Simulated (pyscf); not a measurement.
**`[O]=[GeH2]`, singlet**

Gas-phase minimum from PySCF at ωB97X-D3(BJ)/def2-SVP, one conformer. O=GeH₂ lies 30.4 kcal/mol over its isomer HO–GeH: [singlet], and others may lie lower still (electronic energy, ωB97M-D3(BJ)). 

```xyz
4

O      1.6141    -0.7341    -0.5584
Ge     0.1610    -0.0465    -0.8277
H     -0.0682     1.4748    -0.8178
H     -1.1154    -0.8558    -1.1149
```
Charge 0, spin multiplicity 1.

Bond lengths (Å): O1–Ge2 1.630, Ge2–H3 1.538, Ge2–H4 1.538. Angles (°): O1–Ge2–H3 123.3, O1–Ge2–H4 123.3, H3–Ge2–H4 113.4.

Properties at ωB97X-D3(BJ)/def2-SVP:

- Harmonic wavenumbers, unscaled: 610, 620, 905, 1024, 2172, 2179 cm⁻¹
- Zero-point energy: 10.7 kcal/mol
- Rotational symmetry number: 2
- Entropy of this conformer at 298 K and 1 atm, rigid rotor and harmonic oscillator, modes under 100 cm⁻¹ raised to 100: 247.7 J/(mol K)
- Dipole moment: 3.83 D

Single-point totals, which compare only within one level (frozen core for MP2 and CC):

```
level                   total energy (hartree)
----------------------  ----------------------
ωB97X-D3(BJ)/def2-TZVP             -2153.37386
PBE/def2-TZVP                      -2153.02381
r²SCAN/def2-TZVP                   -2153.36784
B3LYP-D3(BJ)/def2-TZVP             -2153.46668
PBE0-D3(BJ)/def2-TZVP              -2153.06846
M06-2X/def2-TZVP                   -2153.38173
ωB97M-D3(BJ)/def2-TZVP             -2153.44711
HF/def2-TZVPP                      -2151.36731
MP2/def2-TZVPP                     -2151.86988
CCSD/def2-TZVPP                    -2151.86814
CCSD(T)/def2-TZVPP                 -2151.89060
```

The CCSD(T) − MP2 part came from Ansatz, without density fitting, on the same reference. The frozen core leaves the outer d or s,p core shells of the metals and heavy elements correlated in the MP2 and CC values, and def2-TZVPP describes them poorly, so these totals are far from the basis limit. Elements up to Kr have no core potential and no relativistic terms here.
